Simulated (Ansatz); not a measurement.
Reaction (ligand exchange at the Al–S bond): `C[CH2][AlH][SH]` + H₂Te → `C[CH2][AlH][TeH]` + H₂S

Isolated molecules relaxed with PBE0-D4/def2-TZVP in Ansatz; ΔE leaves out vibrations. CBS: MP2 limit from def2 TZ/QZ plus the TZ coupled-cluster correction, frozen cores. This one scheme is used for every species. Functionals use def2-TZVPP. def2 core potentials past Kr. For Te outer-core shells are correlated without core-valence functions, which leaves a few kJ/mol of doubt a bond. One conformer a species, not always the lowest.

`C[CH2][AlH][SH]`:

Z-matrix (Å, degrees):
```
C
C 1 1.526
H 1 1.094 2 111.7
H 1 1.094 2 112.1 3 120.1
H 1 1.094 2 111.7 3 -119.8
Al 2 1.956 1 117.1 3 59.9
H 2 1.098 1 110.3 3 -177.5
H 2 1.098 1 110.4 3 -62.7
S 6 2.188 2 120.5 1 0.6
H 6 1.584 2 124.0 1 -179.4
H 9 1.345 6 93.7 2 -0.0
```

H₂Te:

Z-matrix (Å, degrees):
```
Te
H 1 1.656
H 1 1.656 2 90.4
```

`C[CH2][AlH][TeH]`:

Z-matrix (Å, degrees):
```
C
C 1 1.525
H 1 1.093 2 111.6
H 1 1.094 2 111.9 3 120.2
H 1 1.093 2 111.6 3 -119.6
Al 2 1.957 1 117.8 3 59.8
H 2 1.098 1 110.5 3 -177.8
H 2 1.098 1 110.5 3 -62.7
Te 6 2.532 2 121.6 1 -0.1
H 6 1.586 2 123.3 1 179.9
H 9 1.658 6 91.4 2 -0.0
```

H₂S:

Z-matrix (Å, degrees):
```
S
H 1 1.341
H 1 1.341 2 92.3
```

| level | ΔE (kJ/mol) |
| --- | --- |
| PBE-D4 | -5.8 |
| r2SCAN-D4 | -3.1 |
| PBE0 | -5.7 |
| SCS-MP2/def2-QZVPP | -8.3 |

(1) What does CCSD(T)/CBS give? (Best estimate.)

Largest T1 diagnostic among the species: 0.010.

Answers

(1) Computed: -8.6 kJ/mol. The listed levels differ from it by 2.8, 5.5, 2.9, 0.3 kJ/mol.
